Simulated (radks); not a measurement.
All-electron atom: neutral germanium in [Ar] 3d10 4s2 4p2. Calculated with a radial shooting solver on a logarithmic mesh with Libxc functionals: non-relativistic Kohn-Sham, PBEsol, spin-polarised, spherical densities, point nucleus; open shells are filled with parallel spins first; hard spherical wall at 6 bohr.

Unscreened Slater integrals over Kohn-Sham orbitals (eV). They are taken over the spin-up orbitals. Empty in this configuration: 4d.

integral,value
"F0(4p,4p)",9.3979
"F2(4p,4p)",4.9703
"F0(4p,4s)",10.232
"G1(4p,4s)",6.6933
"F0(4p,3d)",12.168
"F2(4p,3d)",2.1929
"G1(4p,3d)",0.79810
"G3(4p,3d)",0.67798
"F0(4p,3p)",12.258
"F2(4p,3p)",1.8859
"G0(4p,3p)",0.43042
"G2(4p,3p)",0.48736
"F0(4p,4d)",7.9297
"F2(4p,4d)",3.9709
"G1(4p,4d)",4.6430
"G3(4p,4d)",2.8952
"F0(4s,4s)",11.432
"F0(4s,3d)",14.662
"G2(4s,3d)",1.2992
"F0(4s,3p)",14.819
"G1(4s,3p)",0.81427
"F0(4s,4d)",8.2879
"G2(4s,4d)",2.7097
"F0(3d,3d)",34.331
"F2(3d,3d)",15.964
"F4(3d,3d)",9.9489
"F0(3d,3p)",35.806
"F2(3d,3p)",16.945
"G1(3d,3p)",20.744
"G3(3d,3p)",12.682
"F0(3d,4d)",9.1169
"F2(3d,4d)",1.0945
"F4(3d,4d)",0.42122
"G0(3d,4d)",0.44102
"G2(3d,4d)",0.40793
"G4(3d,4d)",0.28673
"F0(3p,3p)",37.706
"F2(3p,3p)",18.845
"F0(3p,4d)",9.1575
"F2(3p,4d)",0.93145
"G1(3p,4d)",0.39431
"G3(3p,4d)",0.28510
"F0(4d,4d)",7.1927
"F2(4d,4d)",4.1657
"F4(4d,4d)",2.8775

Derived for the open shells (J is the average intra-shell exchange parameter used in DFT+U). 4p: J = F2/5 = 0.9941 eV; in LS coupling 1D lies 6 F2/25 = 1.193 eV above 3P.
